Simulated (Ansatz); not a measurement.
The cluster NaPb2⁻, relaxed as a triplet with UKS B3LYP-D4/def2-TZVPD in Ansatz, starting from the B3LYP-D4/def2-TZVPD geometry of the charge -1 singlet. Force threshold 0.02 eV/Å.

In the def2 sets Pb takes a core potential; there is no spin–orbit coupling. The highest occupied level of the charge -1 triplet lies above zero (up to 0.25 eV). The electron is either unbound and held by the finite basis, or the level is raised by self-interaction error. At B3LYP-D4/def2-TZVPD a singlet of charge -1 lies 0.62 eV below the triplet, each at its own geometry. The structure comes from a short search, and lower isomers may exist.

Start:

Cartesian coordinates in Å:
```
Na -0.315 -0.910 1.578
Pb -0.508 1.584 -0.271
Pb 0.822 -0.674 -1.307
```

```csv
step,energy (eV),largest force component (eV/Å),SCF passes
1,-14918.9977,0.581,65
2,-14919.0699,0.211,39
3,-14919.0990,0.193,35
4,-14919.1685,0.121,40
5,-14919.1952,0.157,35
6,-14919.2508,0.281,31
7 (rejected),-14919.2467,0.234,31
8,-14919.2817,0.059,32
9,-14919.2911,0.072,32
10,-14919.2979,0.017,30
11,-14919.2987,0.028,33
12 (rejected),-14919.2984,0.047,33
13,-14919.2989,0.003,29
```

Force components are those of the run's own axes.

End:

```xyz
3

Na   -0.451   -1.151    2.122
Pb   -0.440    1.717   -0.554
Pb    0.891   -0.567   -1.568
```

Bonds lost: Na1–Pb3 (atoms count from 1). Metal–metal contacts that move far: Na1–Pb2 3.11 to 3.92 Å.

The force fell under the threshold at step 10, but the optimiser went on. No frequencies were taken in this run, so the end may be a saddle point.

Run time 42 s (4 threads of Arm Neoverse V2 on a shared host).
